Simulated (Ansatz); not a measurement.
One change: `CC(=O)C(=N)Br` becomes `N=C(Br)C=O`.

Ansatz, PBE0-D4/def2-TZVP geometries, multiplicity 1. Each molecule was computed in one conformer, which needn't be the lowest.

Scalar relativity is left out up to krypton.

```
                             property  `CC(=O)C(=N)Br`
LUMO energy (ωB97M-V/def2-TZVPP) / eV            -0.12
   LUMO energy (PBE0/def2-TZVPP) / eV            -2.40
HOMO energy (ωB97M-V/def2-TZVPP) / eV           -10.12
  HOMO–LUMO gap (PBE/def2-TZVPP) / eV             2.87
    LUMO energy (PBE/def2-TZVPP) / eV            -3.41
   HOMO energy (PBE0/def2-TZVPP) / eV            -7.82
```

(1) What does the change do to each property? (An estimate is asked.)

## Answers

(1) Computed: 
```json
{"property": "LUMO energy (ωB97M-V/def2-TZVPP) / eV", "`N=C(Br)C=O`": "-0.41", "shift": "-0.29"}
{"property": "LUMO energy (PBE0/def2-TZVPP) / eV", "`N=C(Br)C=O`": "-2.73", "shift": "-0.33"}
{"property": "HOMO energy (ωB97M-V/def2-TZVPP) / eV", "`N=C(Br)C=O`": "-10.54", "shift": "-0.42"}
{"property": "HOMO–LUMO gap (PBE/def2-TZVPP) / eV", "`N=C(Br)C=O`": "2.92", "shift": "0.05"}
{"property": "LUMO energy (PBE/def2-TZVPP) / eV", "`N=C(Br)C=O`": "-3.77", "shift": "-0.36"}
{"property": "HOMO energy (PBE0/def2-TZVPP) / eV", "`N=C(Br)C=O`": "-8.25", "shift": "-0.43"}
```

With PBE0 the HOMO falls by 0.43 eV and the LUMO falls by 0.33 eV, so the gap widens by about 0.10 eV. PBE moves the HOMO by -0.41 eV and ωB97M-V by -0.42 eV. The zero-point energy changes by -73.3 kJ/mol with -9 modes.

Spin–orbit coupling is left out; it splits and shifts lone-pair levels of the heavy atoms by tenths of an eV.
